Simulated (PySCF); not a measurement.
PySCF 2.14 output of an unrestricted r2SCAN calculation on a single atom or ion in pcseg-2, with no relativity, point nucleus:

```
SCF conv_tol = 1e-09
number electrons alpha = 8  beta = 6
    J. W. Furness, A. D. Kaplan, J. Ning, J. P. Perdew, and J. Sun.,  J. Phys. Chem. Lett. 11, 8208-8215 (2020)
    J. W. Furness, A. D. Kaplan, J. Ning, J. P. Perdew, and J. Sun.,  J. Phys. Chem. Lett. 11, 9248-9248 (2020)
    J. W. Furness, A. D. Kaplan, J. Ning, J. P. Perdew, and J. Sun.,  J. Phys. Chem. Lett. 11, 8208-8215 (2020)
    J. W. Furness, A. D. Kaplan, J. Ning, J. P. Perdew, and J. Sun.,  J. Phys. Chem. Lett. 11, 9248-9248 (2020)
cycle= 1 E= -289.345234516555  delta_E= -0.00418  |g|= 0.0198  |ddm|= 0.0849
cycle= 2 E= -289.345404376821  delta_E= -0.00017  |g|= 0.00486  |ddm|= 0.0193
cycle= 3 E= -289.3454150108  delta_E= -1.06e-05  |g|= 0.0011  |ddm|= 0.0043
cycle= 4 E= -289.345416334863  delta_E= -1.32e-06  |g|= 0.000196  |ddm|= 0.00203
cycle= 5 E= -289.34541635658  delta_E= -2.17e-08  |g|= 7.46e-06  |ddm|= 0.000455
cycle= 6 E= -289.345416356694  delta_E= -1.13e-10  |g|= 9.34e-07  |ddm|= 4.66e-05
converged SCF energy = -289.345416356694  <S^2> = 2.0059133  2S+1 = 3.0039396
```

The run itself started from symmetry-adapted Hartree-Fock orbitals and held the occupation by maximum overlap, on a logarithmic radial grid, so the iterations belong to that start.

Which element, charge and spin multiplicity is this?

Si (silicon, neutral), multiplicity 3; the state was [Ne] 3s2 3p2, high-spin 3P determinant.
